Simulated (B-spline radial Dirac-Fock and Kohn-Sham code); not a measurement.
Z = 68 (erbium), transition energy 50 keV. These are calculated numbers from an atomic code on a B-spline grid; the model is a Dirac-Hartree-Slater potential of the neutral atom with a Latter tail (no hole, which puts coefficients of high multipoles low close above an edge), finite nucleus with surface currents. The K shell is not open to conversion at this energy. Subshells that would emit electrons below 1 keV are left out.

Q: A pure transition shows α(L) = 2.74, L1/L2 = 10.8 and L1/L3 = 69.9. What is its multipolarity?
A. M2
B. E4
C. E2
D. M4
E. M1
F. E3
G. E1
H. M3

A: E. For comparison, α(L), L1/L2, L1/L3 are E1 0.303, 2.32, 1.77; E2 39.7, 0.0186, 0.0161; E3 2230, 0.0140, 0.0130; E4 66100, 0.0187, 0.0178; M2 110, 10.4, 2.79; M3 4660, 8.07, 0.412; M4 149000, 6.39, 0.160.
